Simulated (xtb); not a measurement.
Input for xtb: GFN2-xTB on LaO, 2S+1 = 2, a spin state set in the input, which need not be the lowest, a point of a bond scan (R = 2.071 Å).

```
$ xtb mol.xyz --gfn 2 --sp --chrg 0 --uhf 1
2

La     0.00000000     0.00000000     0.00000000
O      0.00000000     0.00000000     2.07115500
```

Program output:

```
[...]
           -------------------------------------------------
          |                Calculation Setup                |
           -------------------------------------------------



           -------------------------------------------------
          |                 G F N 2 - x T B                 |
           -------------------------------------------------

        Reference                      10.1021/acs.jctc.8b01176
      * Hamiltonian:
        H0-scaling (s, p, d)           1.850000    2.230000    2.230000
        zeta-weighting                 0.500000
      * Dispersion:
        s8                             2.700000
        a1                             0.520000
        a2                             5.000000
        s9                             5.000000
      * Repulsion:
        kExp                           1.500000    1.000000
        rExp                           1.000000
      * Coulomb:
        alpha                          2.000000
        third order                    shell-resolved
        anisotropic                    true
        a3                             3.000000
        a5                             4.000000
        cn-shift                       1.200000
        cn-exp                         4.000000
        max-rad                        5.000000


          ...................................................
          :                      SETUP                      :
          :.................................................:
          :  # basis functions                  14          :
          :  # atomic orbitals                  13          :
          :  # shells                            5          :
          :  # electrons                         9          :
          :  max. iterations                   250          :
          :  Hamiltonian                  GFN2-xTB          :
          :  restarted?                      false          :
          :  GBSA solvation                  false          :
          :  PC potential                    false          :
          :  electronic temp.          300.0000000     K    :
          :  accuracy                    1.0000000          :
          :  -> integral cutoff          0.2500000E+02      :
          :  -> integral neglect         0.1000000E-07      :
          :  -> SCF convergence          0.1000000E-05 Eh   :
          :  -> wf. convergence          0.1000000E-03 e    :
          :  Broyden damping             0.4000000          :
          :  net charge                          0          :
          :  unpaired electrons                  1          :
          ...................................................

 iter      E             dE          RMSdq      gap      omega  full diag
   1      0.1559409  0.155941E+00  0.491E+01    0.00       0.0  T
   2     -4.0704806 -0.422642E+01  0.266E+01    0.00       1.0  T
   3     -4.5424942 -0.472014E+00  0.206E+01    0.70       1.0  T
   4     -4.8200319 -0.277538E+00  0.196E+01    1.64       1.0  T
   5     -4.6979167  0.122115E+00  0.200E+01    1.36       1.0  T
   6     -4.8799964 -0.182080E+00  0.138E+01    1.71       1.0  T
   7     -1.3269357  0.355306E+01  0.536E+01    0.13       1.0  T
   8     -1.4953651 -0.168429E+00  0.524E+01    0.15       1.0  T
   9     -1.5907080 -0.953428E-01  0.517E+01    0.16       1.0  T
  10     -1.6670516 -0.763437E-01  0.511E+01    0.16       1.0  T
  11     -5.1950532 -0.352800E+01  0.795E+00    1.26       1.0  T
  12     -5.1220805  0.729727E-01  0.594E+00    0.90       1.0  T
  13     -4.9963593  0.125721E+00  0.167E+01    1.65       1.0  T
  14     -5.1937544 -0.197395E+00  0.603E+00    1.19       1.0  T
  15     -5.1825956  0.111588E-01  0.795E+00    1.39       1.0  T
  16     -5.1929206 -0.103250E-01  0.717E+00    1.29       1.0  T
  17     -5.1904440  0.247666E-02  0.759E+00    1.39       1.0  T
  18     -5.1788145  0.116295E-01  0.543E+00    1.12       1.0  T
  19     -5.1482520  0.305625E-01  0.588E+00    1.00       1.0  T
  20     -5.1529250 -0.467297E-02  0.564E+00    1.02       1.0  T
  21     -5.1945938 -0.416689E-01  0.355E+00    1.33       1.0  T
  22     -5.1820936  0.125002E-01  0.370E+00    1.17       1.0  T
  23     -5.1867618 -0.466814E-02  0.312E+00    1.22       1.0  T
  24     -5.1903786 -0.361686E-02  0.238E+00    1.25       1.0  T
  25     -5.1955152 -0.513661E-02  0.112E+00    1.33       1.0  T
  26     -5.1964960 -0.980704E-03  0.553E-01    1.36       1.0  T
  27     -5.1966707 -0.174727E-03  0.287E-01    1.37       1.0  T
  28     -5.1966826 -0.118825E-04  0.161E-01    1.38       1.0  T
  29     -5.1966820  0.543602E-06  0.850E-02    1.38       1.0  T
  30     -5.1966822 -0.140303E-06  0.416E-02    1.38       1.7  T
  31     -5.1966825 -0.310667E-06  0.164E-02    1.38       4.3  T
  32     -5.1966826 -0.122739E-06  0.394E-03    1.38      17.9  T
  33     -5.1966826 -0.130213E-07  0.318E-04    1.38     222.3  T
  34     -5.1966826 -0.126662E-09  0.212E-05    1.38    3328.8  T

   *** convergence criteria satisfied after 34 iterations ***

         #    Occupation            Energy/Eh            Energy/eV
      -------------------------------------------------------------
         1        2.0000           -0.6295414             -17.1307
         2        2.0000           -0.4599887             -12.5169
         3        2.0000           -0.3868490             -10.5267
         4        2.0000           -0.3868490             -10.5267
         5        1.0000           -0.3565835              -9.7031 (HOMO)
         6                         -0.3059743              -8.3260 (LUMO)
         7                         -0.3059743              -8.3260
         8                         -0.3056429              -8.3170
         9                         -0.3056429              -8.3170
        10                         -0.2771660              -7.5421
       ...                                ...                  ...
        13                          0.2059694               5.6047
      -------------------------------------------------------------
                  HL-Gap            0.0506091 Eh            1.3771 eV
             Fermi-level           -0.3515926 Eh           -9.5673 eV

 SCC (total)                   0 d,  0 h,  0 min,  0.005 sec
 SCC setup                      ...        0 min,  0.000 sec (  2.834%)
 Dispersion                     ...        0 min,  0.000 sec (  0.455%)
 classical contributions        ...        0 min,  0.000 sec (  0.462%)
 integral evaluation            ...        0 min,  0.001 sec (  9.580%)
 iterations                     ...        0 min,  0.004 sec ( 74.673%)
 molecular gradient             ...        0 min,  0.001 sec (  9.812%)
 printout                       ...        0 min,  0.000 sec (  1.874%)

         :::::::::::::::::::::::::::::::::::::::::::::::::::::
         ::                     SUMMARY                     ::
         :::::::::::::::::::::::::::::::::::::::::::::::::::::
         :: total energy              -5.192453507763 Eh    ::
         :: gradient norm              0.009899695237 Eh/a0 ::
         :: HOMO-LUMO gap              1.377144506521 eV    ::
         ::.................................................::
         :: SCC energy                -5.196682606218 Eh    ::
         :: -> isotropic ES            0.025260691871 Eh    ::
         :: -> anisotropic ES          0.007949296354 Eh    ::
         :: -> anisotropic XC         -0.007051920061 Eh    ::
         :: -> dispersion             -0.001008801197 Eh    ::
         :: repulsion energy           0.004229098455 Eh    ::
         :: add. restraining           0.000000000000 Eh    ::
         :: total charge              -0.000000000006 e     ::
         :::::::::::::::::::::::::::::::::::::::::::::::::::::
Note: The following floating-point exceptions are signalling: IEEE_UNDERFLOW_FLAG IEEE_DENORMAL
normal termination of xtb

           -------------------------------------------------
          |                Property Printout                |
           -------------------------------------------------

    * Orbital Energies and Occupations

         #    Occupation            Energy/Eh            Energy/eV
      -------------------------------------------------------------
         1        2.0000           -0.6295414             -17.1307
         2        2.0000           -0.4599887             -12.5169
         3        2.0000           -0.3868490             -10.5267
         4        2.0000           -0.3868490             -10.5267
         5        1.0000           -0.3565835              -9.7031 (HOMO)
         6                         -0.3059743              -8.3260 (LUMO)
         7                         -0.3059743              -8.3260
         8                         -0.3056429              -8.3170
         9                         -0.3056429              -8.3170
        10                         -0.2771660              -7.5421
        11                          0.0092618               0.2520
        12                          0.0092618               0.2520
        13                          0.2059694               5.6047
      -------------------------------------------------------------
                  HL-Gap            0.0506091 Eh            1.3771 eV
             Fermi-level           -0.3515926 Eh           -9.5673 eV

     #   Z          covCN         q      C6AA      α(0)
     1  57 La       0.676     0.497  3801.578   207.620
     2   8 O        0.676    -0.497    23.799     6.536

 Mol. C6AA /au·bohr⁶  :       4270.395095
 Mol. C8AA /au·bohr⁸  :    1030249.907780
 Mol. α(0) /au        :        214.155901


Wiberg/Mayer (AO) data.
largest (>0.10) Wiberg bond orders for each atom

 ---------------------------------------------------------------------------
     #   Z sym  total        # sym  WBO       # sym  WBO       # sym  WBO
 ---------------------------------------------------------------------------
     1  57 La   1.576 --     2 O    1.576
     2   8 O    1.576 --     1 La   1.576
 ---------------------------------------------------------------------------

Topologies differ in total number of bonds
Writing topology from bond orders to xtbtopo.mol

molecular dipole:
                 x           y           z       tot (Debye)
 q only:        0.000       0.000      -1.944
   full:        0.000       0.000      -1.984       5.044
molecular quadrupole (traceless):
                xx          xy          yy          xz          yz          zz
 q only:        3.805       0.000       3.805       0.000       0.000      -7.609
  q+dip:        3.976       0.000       3.976      -0.000      -0.000      -7.953
   full:        5.551      -0.000       5.551      -0.000       0.000     -11.101


           -------------------------------------------------
          | TOTAL ENERGY               -5.192453507763 Eh   |
          | GRADIENT NORM               0.009899695237 Eh/α |
          | HOMO-LUMO GAP               1.377144506521 eV   |
           -------------------------------------------------

------------------------------------------------------------------------
------------------------------------------------------------------------
 total:
 SCF:
```

The run finished.

Cost: about 0.06 core-seconds (a rough figure).
